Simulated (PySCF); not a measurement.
A structure optimised at PBE-D3(BJ)/def2-TZVPD, used in a PySCF frequency run:

```xyz
4

Sb     0.0000     0.0000    -0.0307
H      1.3874     0.8010     0.5211
H     -1.3874     0.8010     0.5211
H      0.0000    -1.6020     0.5211
```
Charge +1, spin multiplicity 2.

Write its SMILES, formula and point group.

[SbH3+], H3Sb, C3v

What are its rotational constants (standard atomic weights)?

105.76, 105.76, 65.120 GHz
